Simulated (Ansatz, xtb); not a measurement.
# Relaxing a trial structure of InOPSi

The starting geometry of this gas-phase singlet was built from a drawn formula by distance geometry and a force field; its bonds are those of `O=P#[Si][In]`.

```xyz
4

In   -0.0287   -3.1926   -3.5345
O    -3.6201    0.3719   -0.6925
P    -2.6745   -0.5601   -1.4302
Si   -1.4952   -1.6754   -2.3039
```

Problem. Predict what it relaxes into with r2SCAN-D4/def2-SVP.

Solution. New bonds form, giving a structure given below by its coordinates. Distances that change by over a tenth: In1–Si4 (2.44 → 3.09 Å), P3–Si4 (1.84 → 2.07 Å). Contacts that close: In1–O2 (5.80 → 2.30 Å), In1–P3 (4.28 → 2.70 Å).

The energy falls by 1.59 eV over 26 steps:

```
step  E − E(last) (eV)
   1             1.585
   4             0.994
   7             0.737
   9             0.497
  12             0.249
  15             0.185
  18             0.171
  20             0.103
  23             0.005
  26             0.000
```

Final geometry (Å):

```xyz
4

In   -2.0800   -2.3811   -3.3032
O    -3.4420   -0.9459   -2.1352
P    -2.1461   -0.5871   -1.2858
Si   -0.1504   -1.1420   -1.2368
```

From the same start GFN2-xTB ends elsewhere, differing in O2–Si4 (1.65 against 3.42 Å here).

No frequencies were run, so the end isn't proven a minimum. Atoms past krypton carry core potentials, without spin–orbit terms. Run with Ansatz 0.2.0, 2.7 min on 1 thread of AMD EPYC (Zen 3) (shared host).
